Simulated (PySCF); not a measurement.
## Static response to an electric field

Species: C3HF2NS.
Geometry (PBE0-D3(BJ)/def2-SVP, Å), atoms numbered from 1 in this order:
```xyz
8
C3HF2NS angstrom
F     -1.4242    1.7576    0.4664
C     -0.5810    0.7488    0.4326
N      0.4834    0.7300    1.2560
C      1.1913   -0.3410    1.0713
S      0.6029   -1.4296   -0.1396
C     -0.7028   -0.3266   -0.4044
F     -1.6412   -0.5516   -1.2965
H      2.1029   -0.5775    1.6239
```

Level: wB97X-D/def2-SVPD (PySCF), static field, nuclei fixed, core orbitals frozen in the response. The polarisability tensor in these axes (au):

```
x   58.34 -8.44  9.74
y   -8.44 61.60  9.29
z    9.74  9.29 52.56
```

Question: Diagonalise the tensor; give its mean and Δα, where Δα² is half the sum of the squared differences of the eigenvalues.

Answer: Principal values 38.51, 65.26 and 68.72 au; mean 57.50 au = 8.52 Å³ = 9.48 × 10⁻⁴⁰ C²·m²/J; Δα = 28.64 au (50 % of the mean).

Question: What is the dipole moment, and where does it point?

Answer: (1.62, -2.11, -0.19) D, 2.66 D in size, pointing from the negative to the positive side. Measured along this direction, the outermost atoms are F1 at the negative end and H8 and S5 at the positive end.

Question: Estimate the molar refractivity from the static electronic polarisability.

Answer: Lorentz–Lorenz: R = (4π/3)N_A α = 2.5225 cm³/(mol·Å³) × 8.52 Å³ = 21.5 cm³/mol, in the limit of long wavelengths.

Question: Give the eigenvalues of the traceless quadrupole moment Θ = ½Σq(3rr − r²1), origin at the centre of nuclear charge.

Answer: -5.58, -0.02, 5.60 D·Å. The values depend on the origin, since the dipole doesn't vanish. The electronic extent ⟨r²⟩ about the same centre is 728 bohr², a root-mean-square distance of 1.84 Å for the 60 electrons.

Question: Find the Langevin capture rate constant for H3+ (3.023 u) meeting this molecule (120.980 u), k = 2.342 × 10⁻⁹ cm³/s × √(α in Å³ / reduced mass in u).

Answer: The reduced mass is 2.95 u, so k = 3.98 × 10⁻⁹ cm³/s. The formula leaves out the permanent dipole, which adds to the capture rate.

Isolated species at its PBE0-D3(BJ)/def2-SVP geometry, gas phase.
